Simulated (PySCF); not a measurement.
**Stationary points of InH2**

Method: PBE0 in PySCF with In def2-TZVP with ECP28, H def2-TZVP; scalar-relativistic core potentials, no spin–orbit coupling; density-fitted integrals.

Relaxations began from a few typed shapes; open shells are unrestricted. The search is not exhaustive: other isomers or separated fragments can lie lower, and high-lying points may rest on an excited occupation.

Question: Which is the lowest minimum found?
A. doublet C2v: In–H 1.758 Å (×2); H–In–H 120.7°
B. doublet D∞h: In–H 1.662 Å (×2); H–In–H 180.0°

Answer: A. The others lie at 68.9 (doublet D∞h, a saddle point) kJ/mol above it.

For the lowest minimum: spin–orbit coupling, left out here, can matter for elements this heavy.

The electron or spin density has lower symmetry than the nuclear frame for the doublet D∞h at 68.9 kJ/mol.
